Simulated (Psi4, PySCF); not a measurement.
Input for PySCF:
```python
from pyscf import gto, scf, dft

mol = gto.Mole()
mol.atom = '''
    Fe   -0.408154    0.208577   -0.362930
    Cl    1.549928    0.147501   -0.938081
    Cl   -0.925693   -0.466502    1.493150
'''
mol.basis = '6-31g**'
mol.charge = 0
mol.spin = 4
mol.verbose = 4
mol.build()

mf = dft.UKS(mol)
mf.xc = 'r2scan'
mf.grids.atom_grid = (99, 590)
mf.grids.prune = None
mf.kernel()
```

Question: Give the equivalent Psi4 input.

Answer: This is not unique; one that fits is 
```
memory 2 GB

molecule {
0 5
  Fe   -0.40815377    0.20857746   -0.36293014
  Cl    1.54992816    0.14750098   -0.93808064
  Cl   -0.92569298   -0.46650180    1.49315026
}

set basis 6-31g**
set reference uks
set scf_type pk
set puream true
set d_convergence 1e-8
set dft_radial_points 99
set dft_spherical_points 590

energy('r2scan')
print_variables()
```

Both were run: PySCF gave -2183.919779 Eh and Psi4 -2183.920104 Eh, 0.324 mEh apart.
